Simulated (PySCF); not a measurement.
**Sulfur: a sound run and one with changed settings**

Sound run: S²⁺ [Ne] 3s2 3p2, S³⁺ [Ne] 3s2 3p1. Computed with PySCF 2.14 in x2c-SVPall, with the spin-free X2C one-electron Hamiltonian (Gaussian nucleus). The sound run starts from symmetry-adapted Hartree-Fock orbitals and uses a fine grid where one is needed.

Changed run: 26 angular points. This setting is unsound on purpose.

```
species  method  sound run (hartree)  changed run (hartree)  converged
    S²⁺     UHF           -397.25993             -397.25993        yes
    S²⁺   B3LYP           -397.83209             -397.83213        yes
    S²⁺    MN15           -397.80438             -397.80331        yes
    S³⁺     UHF           -396.00828             -396.00828        yes
    S³⁺   B3LYP           -396.55435             -396.55439        yes
    S³⁺    MN15           -396.52103             -396.51939        yes
```

Ionisation energy of S²⁺:

| method | sound run (eV) | changed run (eV) |
| --- | --- | --- |
| UHF | 34.059 | 34.059 |
| B3LYP | 34.769 | 34.769 |
| MN15 | 34.922 | 34.937 |

A coarse angular grid integrates products of high-l functions wrongly, so density functionals can shift, and the SCF can exploit the error; Hartree-Fock and MP2 need no grid.

For comparison, NIST gives 34.86 ± 0.04 eV between the lowest levels.
